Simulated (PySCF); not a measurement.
# Multinuclear NMR of C₄H₉NO₂Si₂

Geometry:
```csv
atom,x (Å),y (Å),z (Å)
Si1,2.545,-1.136,0.401
O2,1.089,-0.481,0.088
C3,0.838,0.685,-0.639
C4,-0.609,1.018,-0.558
C5,-1.305,2.134,-1.074
N6,-2.576,2.053,-0.790
O7,-2.755,0.909,-0.094
C8,-1.584,0.274,0.056
Si9,-1.496,-1.347,1.000
H10,2.118,-2.285,1.178
H11,3.381,-0.180,1.136
H12,3.242,-1.477,-0.845
H13,1.438,1.517,-0.244
H14,1.132,0.540,-1.689
H15,-0.924,2.970,-1.626
H16,-2.878,-1.639,1.391
H17,-0.994,-2.390,0.109
H18,-0.669,-1.158,2.190
```

[PySCF: GIAO PBE0/pcSseg-1 shieldings; GFN2-xTB geometry; a single conformation; relativity neglected; fast rotation and ring inversion assumed for equivalent nuclei; isolated molecule]

**Question.** Predict the ²⁹Si NMR data.

**Answer.** 
```tsv
atoms	environment	σ (ppm)	δ (ppm)
Si1	silicon bonded to O, 3 H	383.6	-35.3
Si9	silicon bonded to C, 3 H	434.8	-77.4
```

Shieldings were converted by a linear fit to measured shifts: ²⁹Si: δ = 279.94 − 0.822σ (rms 8.9 ppm, 72 shifts, 25.8 ppm with the 6 outliers that the fit left out vs TMS, solution or neat liquid). Occasional misses reach two or three times the rms, and more in compound classes unlike the fitted ones.

On a 300 MHz spectrometer ²⁹Si resonates near 59.6 MHz, so 1 ppm is 59.6 Hz.

**Question.** Predict the ¹⁵N NMR data.

**Answer.** 
| atoms | environment | σ (ppm) | δ (ppm) |
| --- | --- | --- | --- |
| N6 | pyridine-type nitrogen of an azole | -176.3 | 14.3 |

Shieldings were converted by a linear fit to measured shifts: ¹⁵N (scatter 6.3 ppm rms vs CH3NO2, solution or neat liquid). Occasional misses reach two or three times the rms, and more in compound classes unlike the fitted ones.

On a 600 MHz spectrometer ¹⁵N resonates near 60.8 MHz, so 1 ppm is 60.8 Hz.

**Question.** What are the ¹⁷O shifts?

**Answer.** 
```json
{"atoms": "O7", "environment": "aromatic ring oxygen", "σ (ppm)": "-91.5", "δ (ppm)": "350.0"}
{"atoms": "O2", "environment": "oxygen bonded to C, Si", "σ (ppm)": "323.4", "δ (ppm)": "-27.8"}
```

Shieldings were converted by a linear fit to measured shifts: ¹⁷O (scatter 10.7 ppm rms, 12.2 ppm with the 3 outliers that the fit left out vs liquid water, solution or neat liquid). A few per cent of atoms miss by over 2 rms, more outside the fitted compound classes.

On a 600 MHz spectrometer ¹⁷O resonates near 81.3 MHz, so 1 ppm is 81.3 Hz.
